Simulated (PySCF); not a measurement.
**State search for SiAs⁺**

Unrestricted PBE0; Si cc-pV(D+d)Z, As cc-pVDZ-PP with ECP10; scalar-relativistic core potentials (PySCF 2.14). Outer shells of the fragments: Si+ 3s2 3p1; As 3d10 4s2 4p3.

Followed along the bond (rough minima from three points):

```json
{"2Ms+1": "3", "unpaired": "π ↑↑", "⟨S²⟩ at the start": "2.01", "R at minimum (Å)": "2.33", "Te (eV)": "0.00"}
{"2Ms+1": "1", "unpaired": "π ↑↓", "⟨S²⟩ at the start": "1.01", "R at minimum (Å)": "2.34", "Te (eV)": "0.28"}
{"2Ms+1": "3", "unpaired": "σ ↑, π ↑", "⟨S²⟩ at the start": "2.16", "R at minimum (Å)": "2.19", "Te (eV)": "0.47"}
{"2Ms+1": "1", "unpaired": "σ ↓, π ↑", "⟨S²⟩ at the start": "1.15", "R at minimum (Å)": "2.18", "Te (eV)": "0.65"}
{"2Ms+1": "1", "unpaired": "none", "⟨S²⟩ at the start": "0.00", "R at minimum (Å)": "2.35", "Te (eV)": "1.07"}
```

Solutions found at the starting distance of 2.390 Å, counted from the lowest of them; the search is not exhaustive and high or unbound solutions are not listed, so other states can lie among these:

```json
{"2Ms+1": "3", "unpaired": "π ↑↑", "term": "³Σ⁻", "E (eV)": "0.00", "⟨S²⟩": "2.01", "⟨Lz²⟩": "0.00", "μ (D)": "-3.60"}
{"2Ms+1": "1", "unpaired": "π ↑↓", "term": "mixed", "E (eV)": "0.28", "⟨S²⟩": "1.01", "⟨Lz²⟩": "2.01", "μ (D)": "-3.47"}
{"2Ms+1": "3", "unpaired": "σ ↑, π ↑", "term": "³Π", "E (eV)": "0.70", "⟨S²⟩": "2.16", "⟨Lz²⟩": "1.01", "μ (D)": "-3.85"}
{"2Ms+1": "1", "unpaired": "σ ↓, π ↑", "term": "mixed", "E (eV)": "0.91", "⟨S²⟩": "1.15", "⟨Lz²⟩": "1.01", "μ (D)": "-3.93"}
{"2Ms+1": "1", "unpaired": "none", "term": "mixed", "E (eV)": "1.06", "⟨S²⟩": "0.00", "⟨Lz²⟩": "2.00", "μ (D)": "-3.13"}
{"2Ms+1": "5", "unpaired": "σ ↑, π ↑↑↑", "term": "⁵Π", "E (eV)": "1.61", "⟨S²⟩": "6.00", "⟨Lz²⟩": "1.01", "μ (D)": "-2.91"}
{"2Ms+1": "3", "unpaired": "σ ↑, π ↑↑↓", "term": "mixed", "E (eV)": "2.20", "⟨S²⟩": "3.02", "⟨Lz²⟩": "3.02", "μ (D)": "-2.93"}
{"2Ms+1": "3", "unpaired": "σ ↓, π ↑↑↑", "term": "mixed", "E (eV)": "2.30", "⟨S²⟩": "3.03", "⟨Lz²⟩": "1.01", "μ (D)": "-2.73"}
{"2Ms+1": "3", "unpaired": "π ↑↑", "term": "mixed", "E (eV)": "2.90", "⟨S²⟩": "2.01", "⟨Lz²⟩": "2.01", "μ (D)": "-0.72"}
{"2Ms+1": "5", "unpaired": "σ ↑↑, π ↑↑", "term": "⁵Σ⁻", "E (eV)": "4.70", "⟨S²⟩": "6.00", "⟨Lz²⟩": "0.00", "μ (D)": "-3.23"}
{"2Ms+1": "5", "unpaired": "π ↑↑↑↑", "term": "⁵Σ⁺", "E (eV)": "4.87", "⟨S²⟩": "6.06", "⟨Lz²⟩": "0.00", "μ (D)": "-1.70"}
{"2Ms+1": "3", "unpaired": "σ ↑↑, π ↑↓", "term": "mixed", "E (eV)": "5.42", "⟨S²⟩": "3.01", "⟨Lz²⟩": "2.01", "μ (D)": "-3.19"}
{"2Ms+1": "1", "unpaired": "σ ↓↓, π ↑↑", "term": "mixed", "E (eV)": "5.59", "⟨S²⟩": "2.01", "⟨Lz²⟩": "0.00", "μ (D)": "-3.44"}
{"2Ms+1": "5", "unpaired": "σ ↑↑, π ↑↑", "term": "mixed", "E (eV)": "6.34", "⟨S²⟩": "6.32", "⟨Lz²⟩": "2.01", "μ (D)": "-3.32"}
```

A term symbol is given only where ⟨S²⟩ and ⟨Lz²⟩ are close to those of a pure state; real π, δ and φ orbitals otherwise mix terms. A positive dipole points towards As; it is taken about the centre of mass and depends on that origin.

Spin–orbit coupling is left out.
